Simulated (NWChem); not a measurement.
Everything below was run with NWChem. System: H₆FNSi₂, charge 0, spin multiplicity 1, at a geometry optimised with B3LYP/def2-SVP. The structure started from a generated list of species. Level: PBE/def2-TZVP.

Part of the output:

```
             Northwest Computational Chemistry Package (NWChem) 7.3.0
             --------------------------------------------------------

                                NWChem Input Module
                                -------------------

 Scaling coordinates for geometry "geometry" by  1.889725989
 (inverse scale =  0.529177249)

                             Geometry "geometry" -> ""
                             -------------------------

 Output coordinates in angstroms (scale by  1.889725989 to convert to a.u.)

  No.       Tag          Charge          X              Y              Z
 ---- ---------------- ---------- -------------- -------------- --------------
    1 N                    7.0000     1.59254400     0.79798000     0.68378000
    2 Si                  14.0000     0.55885700    -0.38013500    -0.01965700
    3 F                    9.0000     0.66041200    -0.45230500    -1.65817600
    4 Si                  14.0000    -1.67257400     0.15929500     0.48188400
    5 H                    1.0000     2.58752300     0.62730500     0.79900900
    6 H                    1.0000     1.39716300     1.79143100     0.60660200
    7 H                    1.0000     1.00657200    -1.71059600     0.47239300
    8 H                    1.0000    -2.62293800    -0.70140400    -0.28150800
    9 H                    1.0000    -1.93569000     1.58761900     0.12745100
   10 H                    1.0000    -1.93210300    -0.01771000     1.94199700

 Effective nuclear repulsion energy (a.u.)     224.4969854401

            Nuclear Dipole moment (a.u.)
            ----------------------------
        X                 Y               Z
 ---------------- ---------------- ----------------
     0.0000094486    -0.0000000000    -0.0000037795


 Summary of "ao basis" -> "" (spherical)
 ------------------------------------------------------------------------------
       Tag                 Description            Shells   Functions and Types
 ---------------- ------------------------------  ------  ---------------------
 *                         def2-tzvp                  on all atoms

  pbe96 is a nonlocal functional; adding pw91lda local functional.

                                 NWChem DFT Module
                                 -----------------

 Summary of "ao basis" -> "ao basis" (spherical)
 ------------------------------------------------------------------------------
       Tag                 Description            Shells   Functions and Types
 ---------------- ------------------------------  ------  ---------------------
 N                         def2-tzvp                11       31   5s3p2d1f
 Si                        def2-tzvp                13       37   5s5p2d1f
 F                         def2-tzvp                11       31   5s3p2d1f
 H                         def2-tzvp                 4        6   3s1p

 Summary of "ao basis" -> "ao basis" (spherical)
 ------------------------------------------------------------------------------
       Tag                 Description            Shells   Functions and Types
 ---------------- ------------------------------  ------  ---------------------
 N                         def2-tzvp                11       31   5s3p2d1f
 Si                        def2-tzvp                13       37   5s5p2d1f
 F                         def2-tzvp                11       31   5s3p2d1f
 H                         def2-tzvp                 4        6   3s1p

            General Information
            -------------------
          SCF calculation type: DFT
          Wavefunction type:  closed shell.
          No. of atoms     :    10
          No. of electrons :    50
           Alpha electrons :    25
            Beta electrons :    25
          Charge           :     0
          Spin multiplicity:     1
          Use of symmetry is: off; symmetry adaption is: off
          Maximum number of iterations: 100
          AO basis - number of functions:   172
                     number of shells:    72
          Convergence on energy requested:  1.00D-06
          Convergence on density requested:  1.00D-05
          Convergence on gradient requested:  5.00D-04

              XC Information
              --------------
[...]
          Density screening/tol_rho:  1.00D-10
          AO Gaussian exp screening on grid/accAOfunc:  14
          CD Gaussian exp screening on grid/accCDfunc:  20
          XC Gaussian exp screening on grid/accXCfunc:  20
          Schwarz screening/accCoul:  1.00D-08

      Superposition of Atomic Density Guess
      -------------------------------------

 Sum of atomic energies:        -734.39930639

      Non-variational initial energy
      ------------------------------

 Total energy =    -735.645254
 1-e energy   =   -1463.635203
 2-e energy   =     503.492964
 HOMO         =      -0.323212
 LUMO         =      -0.035268

------------------------------------------------------------
EAF file 0: "./mol.aoints.0" size=524288 bytes
------------------------------------------------------------
               write      read    awrite     aread      wait
               -----      ----    ------     -----      ----
     calls:        1         0         0         0         0
   data(b): 5.24e+05  0.00e+00  0.00e+00  0.00e+00
   time(s): 0.00e+00  0.00e+00  0.00e+00  0.00e+00  0.00e+00
rate(mb/s): 0.00e+00  0.00e+00
------------------------------------------------------------

   convergence    iter        energy       DeltaE   RMS-Dens  Diis-err    time
 ---------------- ----- ----------------- --------- --------- ---------  ------
 d= 0,ls=0.0,diis     1   -736.7909721732 -9.61D+02  2.05D-02  1.54D+00    11.6
 d= 0,ls=0.0,diis     2   -736.6238653163  1.67D-01  5.46D-03  3.09D+00    14.9
 d= 0,ls=0.0,diis     3   -736.8714963994 -2.48D-01  1.29D-03  3.21D-01    18.2
 d= 0,ls=0.0,diis     4   -736.8912507628 -1.98D-02  6.08D-04  3.27D-02    21.7
 d= 0,ls=0.0,diis     5   -736.8940844488 -2.83D-03  2.19D-04  6.18D-03    25.1
  Resetting Diis
 d= 0,ls=0.0,diis     6   -736.8947165544 -6.32D-04  6.58D-05  1.74D-04    28.6
 d= 0,ls=0.0,diis     7   -736.8947375502 -2.10D-05  3.63D-05  1.64D-05    31.8
 d= 0,ls=0.0,diis     8   -736.8947348494  2.70D-06  2.15D-05  4.60D-05    35.3
 d= 0,ls=0.0,diis     9   -736.8947394700 -4.62D-06  3.72D-06  1.69D-06    38.2
 d= 0,ls=0.0,diis    10   -736.8947396214 -1.51D-07  7.21D-07  4.48D-08    41.3

         Total DFT energy =     -736.894739621352
      One electron energy =    -1467.726350399771
           Coulomb energy =      567.357076367068
    Exchange-Corr. energy =      -61.022451028775
 Nuclear repulsion energy =      224.496985440126

 Numeric. integr. density =       50.000020537118

     Total iterative time =     40.0s

                       DFT Final Molecular Orbital Analysis
                       ------------------------------------

 Vector   23  Occ=2.000000D+00  E=-3.106875D-01
              MO Center= -1.4D+00,  3.9D-01,  6.4D-01, r^2= 3.6D+00
   Bfn.  Coefficient  Atom+Function         Bfn.  Coefficient  Atom+Function
  ----- ------------  ---------------      ----- ------------  ---------------
   162      0.215594   9 H  s               115      0.201363   4 Si py
   168     -0.197616  10 H  s               116     -0.187458   4 Si pz
   163      0.141895   9 H  s               161      0.135255   9 H  s
   167     -0.124654  10 H  s               169     -0.124614  10 H  s
   150      0.093105   7 H  s               106     -0.087127   4 Si py

 Vector   24  Occ=2.000000D+00  E=-2.592014D-01
              MO Center= -2.0D-01, -1.7D-01,  2.2D-01, r^2= 3.7D+00
   Bfn.  Coefficient  Atom+Function         Bfn.  Coefficient  Atom+Function
  ----- ------------  ---------------      ----- ------------  ---------------
   114      0.270424   4 Si px               46     -0.239438   2 Si px
    74      0.174562   3 F  px              151     -0.156553   7 H  s
   150     -0.143921   7 H  s                77      0.137703   3 F  px
     8      0.134003   1 N  pz              117      0.124880   4 Si px
   104      0.116121   4 Si s                11      0.114742   1 N  pz

 Vector   25  Occ=2.000000D+00  E=-2.439508D-01
              MO Center=  1.2D+00,  6.0D-01,  5.4D-01, r^2= 2.2D+00
   Bfn.  Coefficient  Atom+Function         Bfn.  Coefficient  Atom+Function
  ----- ------------  ---------------      ----- ------------  ---------------
     8      0.362537   1 N  pz               11      0.312829   1 N  pz
    14      0.297370   1 N  pz              114     -0.118573   4 Si px
     6     -0.115937   1 N  px                9     -0.098009   1 N  px
    35     -0.096920   2 Si s                76      0.095158   3 F  pz
     4      0.082926   1 N  s                75      0.080751   3 F  py

 Vector   26  Occ=0.000000D+00  E=-3.547349D-02
              MO Center= -4.9D-02,  5.9D-02,  3.0D-01, r^2= 5.7D+00
   Bfn.  Coefficient  Atom+Function         Bfn.  Coefficient  Atom+Function
  ----- ------------  ---------------      ----- ------------  ---------------
     5      0.717050   1 N  s               163      0.524813   9 H  s
   118     -0.492440   4 Si py               49     -0.431792   2 Si px
   139     -0.417226   5 H  s               157     -0.356054   8 H  s
   117     -0.322153   4 Si px              145     -0.310437   6 H  s
   169     -0.298009  10 H  s               104     -0.274370   4 Si s

 Vector   27  Occ=0.000000D+00  E=-2.332546D-02
              MO Center= -4.0D-01, -2.3D-02,  3.0D-01, r^2= 4.9D+00
   Bfn.  Coefficient  Atom+Function         Bfn.  Coefficient  Atom+Function
  ----- ------------  ---------------      ----- ------------  ---------------
     5      0.632474   1 N  s               119     -0.537393   4 Si pz
   169      0.520993  10 H  s               157     -0.482194   8 H  s
    51     -0.450471   2 Si pz              139     -0.253620   5 H  s
    48     -0.238152   2 Si pz              145     -0.238482   6 H  s
   116     -0.201845   4 Si pz               73     -0.154251   3 F  s

 Vector   28  Occ=0.000000D+00  E= 5.331173D-03
              MO Center= -1.5D+00,  4.4D-02,  5.3D-01, r^2= 6.0D+00
   Bfn.  Coefficient  Atom+Function         Bfn.  Coefficient  Atom+Function
  ----- ------------  ---------------      ----- ------------  ---------------
    36      1.859312   2 Si s               117     -1.313283   4 Si px
   104     -0.866336   4 Si s                49     -0.732889   2 Si px
   118      0.474947   4 Si py                5     -0.368066   1 N  s
   119      0.318059   4 Si pz              151     -0.318430   7 H  s
   139      0.305055   5 H  s                35      0.291818   2 Si s

 center of mass
 --------------
 x =   0.04331720 y =  -0.03994873 z =  -0.10545113

 moments of inertia (a.u.)
 ------------------
         347.329001245070           0.058904685155         100.560963488185
           0.058904685155         803.826061547458         -90.305913956764
         100.560963488185         -90.305913956764         650.263027462066

     Multipole analysis of the density
     ---------------------------------

     L   x y z        total         alpha         beta         nuclear
     -   - - -        -----         -----         ----         -------
     0   0 0 0     -0.000000    -25.000000    -25.000000     50.000000

     1   1 0 0      0.410440      0.205215      0.205215      0.000009
     1   0 1 0      0.408209      0.204105      0.204105     -0.000000
     1   0 0 1      0.494631      0.247318      0.247318     -0.000004

     2   2 0 0    -27.308667   -172.988917   -172.988917    318.669167
     2   1 1 0      1.539841     -0.494582     -0.494582      2.529005
     2   1 0 1      1.500526     24.927560     24.927560    -48.354594
     2   0 2 0    -28.197347    -46.628567    -46.628567     65.059788
     2   0 1 1     -0.263175    -23.154281    -23.154281     46.045387
     2   0 0 2    -33.518517    -81.701874    -81.701874    129.885230

 Task  times  cpu:       41.4s     wall:       41.4s

 Total times  cpu:       41.4s     wall:       41.4s
```

Problem. Write an NWChem input that would produce this output.

Solution. One answer among several that fit: 
```
start mol
memory heap 200 mb stack 800 mb global 1000 mb
geometry units angstroms nocenter noautoz noautosym
  N      1.592544     0.797980     0.683780
  Si     0.558857    -0.380135    -0.019657
  F      0.660412    -0.452305    -1.658176
  Si    -1.672574     0.159295     0.481884
  H      2.587523     0.627305     0.799009
  H      1.397163     1.791431     0.606602
  H      1.006572    -1.710596     0.472393
  H     -2.622938    -0.701404    -0.281508
  H     -1.935690     1.587619     0.127451
  H     -1.932103    -0.017710     1.941997
end
basis spherical
  * library def2-tzvp
end
dft
  xc xpbe96 cpbe96
  semidirect memsize 60000000 filesize 0
  iterations 100
end
task dft energy
```
